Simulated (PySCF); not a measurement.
**[OsOF5]+ at several levels of theory**

Computed with PySCF 2.14.0 (density fitting, no spin-orbit coupling) at the geometry relaxed with TPSS:

```xyz
7
[OsOF5]+ (singlet)
Os    0.0544   -0.0362    0.0320
O     1.2504   -0.7145    1.0301
F    -0.0558    1.5171    0.9957
F    -1.3266   -0.7310    1.0145
F     1.2689    0.7549   -1.0877
F    -1.2569    0.6980   -1.0673
F    -0.0126   -1.4894   -1.0810
```

| level | basis | state | HOMO (eV) | gap (eV) | charge on Os1 (e) | dipole about the centre of mass (D) | largest force component (eV/Å) |
| --- | --- | --- | --- | --- | --- | --- | --- |
| TPSS | Os def2-SVP with ECP60, O def2-SVP, F def2-SVP | singlet | -17.17 | 2.15 | 1.72 | 1.26 | 0.03 |
| PBE | the same | singlet | -16.98 | 2.06 | 1.60 | 1.20 | 0.14 |
| TPSSh | the same | singlet | -18.02 | 3.01 | 1.82 | 1.44 | 0.63 |
| revPBE | the same | singlet | -16.91 | 2.06 | 1.64 | 1.21 | 0.32 |
| TPSS | Os def2-TZVP with ECP60, O def2-TZVP, F def2-TZVP | singlet | -17.02 | 2.21 | 1.53 | 1.35 | 0.27 |
| TPSS | Os x2c-SVPall, O x2c-SVPall, F x2c-SVPall | singlet | -17.26 | 1.99 | 1.28 | 1.28 | 0.69 |

Charges are Mulliken's, which hang on the basis. The relaxation used the grid (50, 194), these runs (75, 302) or, all-electron (x2c bases, spin-free X2C Hamiltonian), (99, 590).

Q: What does BLYP with Os def2-SVP with ECP60, O def2-SVP, F def2-SVP give here?

A: state singlet, HOMO (eV) -16.85, gap (eV) 2.05, charge on Os1 (e) 1.61, dipole about the centre of mass (D) 1.21, largest force component (eV/Å) 0.51. Time: 6 s on 2 threads of Arm Neoverse V2, on a shared host, from an already converged density.

In the first row's basis the gap widens with exact exchange: 2.1 to 2.2 eV for BLYP, revPBE, PBE, TPSS (none); 3.0 eV for TPSSh (a fixed share).

No frequency check is given that shows the relaxed geometry to be a minimum.
